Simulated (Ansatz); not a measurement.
C₂H₄GeO, SMILES `C#[C][GeH2][OH]` at its PBE0-D4/def2-TZVP geometry, where that method's forces vanish. Charge 0, multiplicity 1.

```xyz
8

C    -0.9231    1.4316    1.5975
C    -0.4104    0.7876    0.7182
Ge    0.4129   -0.1711   -0.6897
O     0.1229   -1.8821   -0.3044
H    -1.3802    1.9918    2.3807
H     1.9221    0.1230   -0.7144
H    -0.2458    0.1942   -2.0304
H     0.5015   -2.4750   -0.9574
```

(1) What forces (eV/Å) does ωB97M-V/def2-TZVPP give on these atoms in the Gaussian-basis code of Ansatz? (Estimate.)

Results:

(1) Ansatz gave: 
```
C1   0.072 -0.101 -0.125
C2  -0.156  0.187  0.268
Ge3  0.129  0.096 -0.208
O4   0.021 -0.073 -0.039
H5   0.039 -0.045 -0.066
H6  -0.128 -0.029  0.006
H7   0.052 -0.035  0.116
H8  -0.029  0.000  0.047
```
